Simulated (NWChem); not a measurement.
System: Si₅H₉, doublet; SMILES [SiH]1[SiH2][SiH2][SiH2][SiH2]1

Input file for NWChem:

```
start job
memory heap 200 mb stack 900 mb global 1100 mb
geometry units angstroms noautoz
  Si     1.901235     0.059449    -0.126327
  Si     0.620249    -1.898215    -0.203506
  Si    -1.543797    -1.120711     0.323763
  Si    -1.554824     1.115434    -0.413613
  Si     0.542353     1.911634     0.306414
  H      3.238137    -0.010512     0.542894
  H      1.105005    -2.934745     0.762675
  H      0.639978    -2.495634    -1.576985
  H     -2.636268    -1.954469    -0.269204
  H     -1.687032    -1.120858     1.815519
  H     -1.600693     1.146629    -1.910683
  H     -2.703660     1.907265     0.126504
  H      0.993338     3.129403    -0.437074
  H      0.490901     2.244949     1.768008
end
basis spherical
  * library def2-svp
end
dft
  odft
  mult 2
  xc mn15
  grid xcoarse
  iterations 150
  mulliken
end
task dft gradient
```

Parts of the log:

```
             Northwest Computational Chemistry Package (NWChem) 7.3.0
             --------------------------------------------------------

 C1  symmetry detected

                             Geometry "geometry" -> ""
                             -------------------------

 Output coordinates in angstroms (scale by  1.889725989 to convert to a.u.)

  No.       Tag          Charge          X              Y              Z
 ---- ---------------- ---------- -------------- -------------- --------------
    1 Si                  14.0000     1.93391747    -0.06302783    -0.12327496
    2 Si                  14.0000     0.54390149    -1.94598706    -0.16389747
    3 Si                  14.0000    -1.57057538    -1.03854498     0.35682952
    4 Si                  14.0000    -1.45795091     1.18216192    -0.41774520
    5 Si                  14.0000     0.68375262     1.87005084     0.28256866
    6 H                    1.0000     3.26735190    -0.19755979     0.54299226
    7 H                    1.0000     0.97303581    -2.99223027     0.81799225
    8 H                    1.0000     0.52436191    -2.56614556    -1.52726275
    9 H                    1.0000    -2.71081427    -1.81874627    -0.21884083
   10 H                    1.0000    -1.70769287    -1.00596319     1.84880454
   11 H                    1.0000    -1.50789681     1.19119906    -1.91498246
   12 H                    1.0000    -2.55799114     2.04660667     0.11253176
   13 H                    1.0000     1.19998906     3.04788229    -0.48250403
   14 H                    1.0000     0.65702236     2.22981649     1.73854166

 Effective nuclear repulsion energy (a.u.)     479.7231890444

                                 NWChem DFT Module
                                 -----------------

 Summary of "ao basis" -> "ao basis" (spherical)
 ------------------------------------------------------------------------------
       Tag                 Description            Shells   Functions and Types
 ---------------- ------------------------------  ------  ---------------------
 Si                         def2-svp                 8       18   4s3p1d
 H                          def2-svp                 3        5   2s1p

            General Information
            -------------------
          SCF calculation type: DFT
          Wavefunction type:  spin polarized.
          No. of atoms     :    14
          No. of electrons :    79
           Alpha electrons :    40
            Beta electrons :    39
          Charge           :     0
          Spin multiplicity:     2
          Use of symmetry is: off; symmetry adaption is: off
          Maximum number of iterations: 150
          AO basis - number of functions:   135
                     number of shells:    67
          Convergence on energy requested:  1.00D-06
          Convergence on density requested:  1.00D-05
          Convergence on gradient requested:  5.00D-04

              XC Information
              --------------
                         MN15 Method XC Functional
                     Hartree-Fock (Exact) Exchange  0.440
                          MN15 Exchange Functional  1.000
                        MN15 Correlation Potential  1.000

             Grid Information
             ----------------
          Grid used for XC integration:  xcoarse
          Radial quadrature: Mura-Knowles
          Angular quadrature: Lebedev.
          Tag              B.-S. Rad. Rad. Pts. Rad. Cut. Ang. Pts.
          ---              ---------- --------- --------- ---------
          Si                  1.10       42          11.0       194
          H                   0.35       21          13.0       194
          Grid pruning is: on
          Number of quadrature shells:   399
          Spatial weights used:  Erf1

      Superposition of Atomic Density Guess
      -------------------------------------

 Sum of atomic energies:       -1448.18623276

      Non-variational initial energy
      ------------------------------

 Total energy =   -1449.920698
 1-e energy   =   -2964.115656
 2-e energy   =    1034.471769
 HOMO         =      -0.132259
 LUMO         =       0.032482

     ---------------------------------------------
      Total Density - Mulliken Population Analysis
     ---------------------------------------------

[...]

                         DFT ENERGY GRADIENTS

    atom               coordinates                        gradient
                 x          y          z           x          y          z
   1 Si      3.654574  -0.119105  -0.232956    0.003612   0.000209  -0.003712
   2 Si      1.027825  -3.677382  -0.309721    0.000001  -0.002384  -0.000072
   3 Si     -2.967957  -1.962565   0.674310   -0.001941  -0.001215  -0.000098
   4 Si     -2.755128   2.233962  -0.789424   -0.001970   0.001722  -0.000588
   5 Si      1.292105   3.533884   0.533977    0.000558   0.003436   0.000119
   6 H       6.174400  -0.373334   1.026107    0.004187  -0.000528   0.002315
   7 H       1.838771  -5.654495   1.545781    0.000763  -0.002872   0.002549
   8 H       0.990900  -4.849312  -2.886108   -0.000039  -0.001660  -0.003219
   9 H      -5.122696  -3.436932  -0.413549   -0.002565  -0.002143  -0.001043
  10 H      -3.227072  -1.900995   3.493734   -0.000392  -0.000010   0.003809
  11 H      -2.849512   2.251040  -3.618792   -0.000124   0.000091  -0.004021
  12 H      -4.833902   3.867526   0.212654   -0.002976   0.001936   0.001668
  13 H       2.267651   5.759662  -0.911800    0.000969   0.002675  -0.001920
  14 H       1.241592   4.213742   3.285367   -0.000083   0.000743   0.004213
```

Level: MN15/def2-SVP, spin-unrestricted. All runs use the structure optimised with PBE0/def2-SVP, spin-unrestricted. Not confirmed as a minimum by frequencies. No stability test was run on the SCF state.
